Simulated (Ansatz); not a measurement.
A nudged elastic band was laid between two geometries of C$_{4}$H$_{8}$Sn (13 atoms, charge 0, multiplicity 1).

These are results of Ansatz, RKS r2SCAN/def2-SVP, not measurements.

- movable images: 7
- climbing image: yes
- spring: 5.0 eV/Å²
- optimiser: quadratic models (default)
- start path: IDPP
- force threshold: 0.5 eV/Å
- iteration limit: 28
- end points: relaxed

First end point:

```xyz
13
Properties=species:S:1:pos:R:3
C -1.742 1.114 0.572
C -0.302 0.820 0.582
C 0.850 0.692 1.174
C 0.838 0.368 -0.303
Sn 0.981 -1.673 -1.041
H -2.109 1.406 1.567
H -1.968 1.922 -0.143
H -2.308 0.229 0.231
H 1.465 0.733 2.071
H 1.274 1.108 -1.002
H 0.307 -1.843 -2.616
H 0.120 -2.700 0.039
H 2.614 -2.210 -1.115
```

Last end point:

```xyz
13
Properties=species:S:1:pos:R:3
C -1.247 0.777 1.565
C -0.093 0.816 0.656
C 1.157 1.048 0.380
C 0.333 0.489 -0.757
Sn 0.549 -1.562 -1.450
H -0.995 1.152 2.568
H -2.080 1.375 1.159
H -1.622 -0.258 1.657
H 2.150 1.374 0.685
H 0.022 1.179 -1.564
H 1.812 -1.713 -2.609
H -0.894 -2.155 -2.176
H 0.930 -2.556 -0.097
```

(1) What changes between the two ends?

(2) Give the energies along the band, and the barrier.

(3) What is the geometry of the highest image?

Results:

(1) No bond is made or broken. The dihedral C3–C4–Sn5–H11 goes from 156 to -86°. The two ends are copies of one structure, up to a mirror image or an exchange of like atoms.

(2) It converged. The highest image is number 4 of 0 to 8, 0.3 kcal/mol above the ends, which have the same energy within 2 meV. The threshold of 0.5 eV/Å is loose, so the images may lie well off the minimum-energy path. The order of the stationary point at the top wasn't checked.

| image | path coordinate (Å) | energy (kcal/mol) | dihedral C3–C4–Sn5–H11 (°) |
| --- | --- | --- | --- |
| 0 | 0.00 | 0.0 | 156 |
| 1 | 0.63 | 0.0 | 171 |
| 2 | 1.25 | 0.2 | -174 |
| 3 | 1.88 | 0.3 | -159 |
| 4 | 2.50 | 0.3 | -144 |
| 5 | 3.12 | 0.3 | -129 |
| 6 | 3.75 | 0.2 | -115 |
| 7 | 4.37 | 0.1 | -100 |
| 8 | 5.00 | 0.0 | -86 |

(3) 
```xyz
13
Properties=species:S:1:pos:R:3
C -1.479 0.929 1.285
C -0.160 0.823 0.644
C 1.139 0.908 0.641
C 0.513 0.451 -0.657
Sn 0.698 -1.611 -1.323
H -1.400 1.284 2.323
H -2.128 1.615 0.717
H -1.984 -0.053 1.285
H 2.080 1.119 1.147
H 0.458 1.163 -1.502
H 0.858 -1.712 -3.031
H -0.655 -2.583 -0.883
H 2.080 -2.367 -0.630
```

The run took 2.2 min on 2 threads of Arm Neoverse V2 (shared host), peak memory 0.19 GiB.
